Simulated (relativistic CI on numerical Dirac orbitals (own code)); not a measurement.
Ne II: what numerical and physical settings do to a radial Dirac CI calculation

Reference input:

```
atom Ne  Z=10  charge=1  electrons=9
nucleus A=20  rms_radius_fm=3.0055
hamiltonian dirac-coulomb  breit=on  qed=on  c_scale=1
orbitals kli  potential=per-configuration
slater_scale 1
correlation none
mixing on
grid step=0.0125 r_max=51.4
scf mixing=0.4 start=green max_iterations=150 tolerance=2e-08 node_fill=0.05
configurations
  [He] 2s2 2p5
  [He] 2s 2p6
  [He] 2s2 2p4 3s
  [He] 2s2 2p4 3p
  [He] 2s2 2p4 3d
end
```

Computed lowest total energy -127.93596 Ha, first excitation 765.3 cm⁻¹, 51 SCF steps. Runs with settings changed; * marks those that are bad on purpose:

```
                                      Changed    Outcome   Lowest level   ΔE (Ha)  First excitation (cm⁻¹)  SCF steps                                                     Message
QED terms off, node fill of the KLI weights 0  converged  2s²2p⁵ ²P°3/2   -0.0106                    760.3         50                                                            
                               Breit term off  converged  2s²2p⁵ ²P°3/2   -0.0166                    834.8         51                                                            
 start potential previous, iteration limit 30  converged  2s²2p⁵ ²P°3/2  4.25e-11                    765.3         49                                                            
                     nuclear radius 3.3061 fm  converged  2s²2p⁵ ²P°3/2  1.09e-06                    765.3         51                                                            
                   nuclear radius 300.55 fm *  converged  2s²2p⁵ ²P°3/2     0.386                    765.9         50                                                            
                                   charge 0 *    refused                                                            0  configuration [He] 2s2 2p5 has 9 electrons, the ion has 10
```

With so few configurations and no correlation, terms lie too far apart (by 10 to 50 % near neutrality), their order can be wrong, and levels of other configurations are missing.
